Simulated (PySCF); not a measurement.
C4H7AlO2.
Structure used (GFN2-xTB), in Å, numbered top down from 1:
```
atom  x, y, z in Å
C1     2.512   -0.138   -0.353
Al2    0.918    0.046    0.824
O3    -0.349   -1.240    0.466
C4    -1.534   -1.141    0.042
C5    -2.144    0.053   -0.320
C6    -1.432    1.241   -0.217
O7    -0.241    1.328    0.190
H8     2.535   -1.066   -0.934
H9     3.431   -0.129    0.240
H10    2.613    0.675   -1.081
H11    0.884    0.207    2.354
H12   -2.109   -2.072   -0.045
H13   -3.158    0.057   -0.679
H14   -1.926    2.178   -0.510
```

The closed-shell SCF was solved with PySCF and density fitting under several settings on one GFN2-xTB geometry (grid level 2 and gas phase unless stated).

```
                                 settings  basis functions  SCF cycles     E (Eh)  HOMO (eV)  LUMO (eV)  dipole (D)
                            PBE0/pcSseg-1              161          14  -549.0843      -7.16      -2.25        3.76
                           PBE0/def2-SVPD              206          14  -548.8406      -7.15      -2.35        3.73
                             HF/def2-SVPD              206          10  -546.9812      -9.86       1.44        4.37
PBE0/6-31++G**, IEF-PCM dimethylsulfoxide              172          14  -549.1289      -7.11      -1.98        4.75
      PBE0/pcSseg-1, IEF-PCM acetonitrile              161          13  -549.0930      -7.17      -1.98        4.70
                              PBE0/6-31G*              116          14  -549.0995      -6.92      -1.93        3.65
```

Q: Estimate the rows for these settings: (1) PBE0/IGLO-II, grid level 3, energy threshold 1e-08 Eh; (2) PBE0/pcseg-1, fitting basis def2-qzvpp-jkfit; (3) PBE0/6-31G, IEF-PCM tetrahydrofuran, fitting basis def2-universal-jkfit, damping 0.1 at the start, DIIS from the seventh cycle.

A: 
| settings | basis functions | SCF cycles | E (Eh) | HOMO (eV) | LUMO (eV) | dipole (D) |
| --- | --- | --- | --- | --- | --- | --- |
| PBE0/IGLO-II, grid level 3, energy threshold 1e-08 Eh | 209 | 9 | -549.1959 | -7.13 | -2.25 | 3.78 |
| PBE0/pcseg-1, fitting basis def2-qzvpp-jkfit | 137 | 10 | -549.0499 | -7.18 | -2.26 | 3.70 |
| PBE0/6-31G, IEF-PCM tetrahydrofuran, fitting basis def2-universal-jkfit, damping 0.1 at the start, DIIS from the seventh cycle | 81 | 19 | -549.0032 | -7.02 | -1.87 | 4.56 |

Q: Over all rows, what range does the HOMO–LUMO gap span?

A: From 4.80 eV (PBE0/def2-SVPD) to 11.30 eV (HF/def2-SVPD). The functional of the narrowest has 25 % exact exchange, that of the widest 100 % exact exchange.

Q: And the dipole moment?

A: From 3.65 D (PBE0/6-31G*) to 4.75 D (PBE0/6-31++G**, IEF-PCM dimethylsulfoxide); the largest is 1.30 times the smallest, and the median is 3.78 D.

Q: Compare two rows with the functional PBE0: PBE0/pcseg-1, fitting basis def2-qzvpp-jkfit and PBE0/def2-SVPD. Which energy is lower, and by how much?

A: PBE0/pcseg-1, fitting basis def2-qzvpp-jkfit (137 functions) lies 0.2093 Eh or 131 kcal/mol below PBE0/def2-SVPD (206 functions). The smaller set gives the lower energy; the two sets aren't nested, so the variational bound doesn't order them by size.

Cycle counts include a coarse-grid stage where the run had one. All basis functions are spherical, in the Pople sets too. Geometry: GFN2-xTB; no vibrations or thermal averaging.
